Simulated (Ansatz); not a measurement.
This geometry of AlF$_{2}$H$_{5}$OSSi (11 atoms, charge 0, multiplicity 1) is a first-order saddle point.

Level of theory: RKS PBE0-D4/def2-SVP (Ansatz 0.2.0).

```xyz
11
Properties=species:S:1:pos:R:3
Al -0.020 0.454 0.250
O -0.620 0.323 1.946
Si -1.467 -0.654 3.029
H -1.959 -1.852 2.293
H -0.561 -1.065 4.138
H -2.609 0.131 3.575
F 1.466 -0.248 0.008
F -1.215 0.238 -0.882
S 0.228 2.706 0.929
H 1.519 2.528 1.291
H -0.323 1.611 1.929
```

Problem. Which two structures does it join? (They come from a converged band through this point; their orientation in space is the band's.)

Solution. Bonds broken: S9–H11. Bonds formed: O2–H11.

First end point:

```xyz
11
Properties=species:S:1:pos:R:3
Al -0.022 0.244 0.421
O -0.739 -0.140 1.910
Si -1.592 -0.869 3.108
H -2.706 -1.702 2.559
H -0.706 -1.746 3.934
H -2.182 0.176 4.005
F 1.630 0.058 0.276
F -0.905 0.090 -0.978
S 0.055 2.715 0.724
H 1.388 2.756 0.486
H 0.218 2.591 2.061
```

Last end point:

```xyz
11
Properties=species:S:1:pos:R:3
Al -0.046 0.757 0.491
O -0.134 0.251 2.339
Si -1.510 -0.679 2.883
H -1.506 -1.952 2.135
H -1.188 -0.900 4.321
H -2.748 0.123 2.757
F 1.227 -0.097 -0.168
F -1.578 0.076 0.274
S 0.174 2.939 0.534
H 1.392 2.883 -0.049
H 0.356 0.773 2.988
```

Problem. How far does it lie above each of them?

Solution. 32.5 kJ/mol above the first and 49.8 kJ/mol above the second. This is the barrier of this one path; another mechanism may lie lower. The orbitals stay closed-shell, which can raise the energy where a bond breaks towards radicals; this wasn't checked here.

The run took 4 min on 4 threads of Arm Neoverse V2, with other jobs on the host, peak memory 0.33 GiB.
